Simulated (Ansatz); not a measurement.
`[OH][GeH2][I]` + `BCCI` → `[BH2][GeH2][OH]` + `ICCI`  (formal exchange of groups at a Ge–I bond)

Program: Ansatz. Geometries: PBE0-D4/def2-TZVP. ΔE: electronic, gas phase. CCSD(T)/CBS adds triple-zeta CCSD(T) − MP2 to the extrapolated MP2 energy (def2 sets, frozen cores). DFT in def2-TZVPP. B3LYP here is the variant with VWN-RPA as its local correlation; programs differ in this. def2 core potentials past Kr. For Ge, I outer-core shells are correlated without core-valence functions, which leaves a few kJ/mol of doubt a bond. Scalar relativity is left out up to krypton. One conformer a species, not always the lowest.

(1) Is it downhill or uphill in electronic energy at CCSD(T)/CBS, and by how much? (Estimate.)

(2) What do these levels give: r2SCAN-D4, PBE0-D4, B3LYP-D4, ωB97M-V, r2SCAN, PBE0, B3LYP, SCS-MP2/def2-TZVPP, HF/def2-QZVPP, HF/CBS(def2), MP2/CBS(def2), CCSD/CBS(def2)? (An estimate is asked.)

Largest T1 diagnostic among the species: 0.012.

Answers

(1) The calculation gave: Uphill: ΔE = +137.1 kJ/mol.

(2) The calculation gave: r2SCAN-D4 149.7, PBE0-D4 148.5, B3LYP-D4 144.4, ωB97M-V 151.3, r2SCAN 149.9, PBE0 149.5, B3LYP 146.2, SCS-MP2/def2-TZVPP 140.5, HF/def2-QZVPP 161.2, HF/CBS(def2) 161.3, MP2/CBS(def2) 142.9, CCSD/CBS(def2) 139.9 kJ/mol.

From PBE to PBE0 (25 % exact exchange), in def2-TZVPP and without D4, ΔE moves by +6.8 kJ/mol. In def2-TZVPP, CCSD(T) changes the Hartree–Fock value by −22.6 kJ/mol (the triples alone add −2.7 kJ/mol) and MP2 by −16.8 kJ/mol.
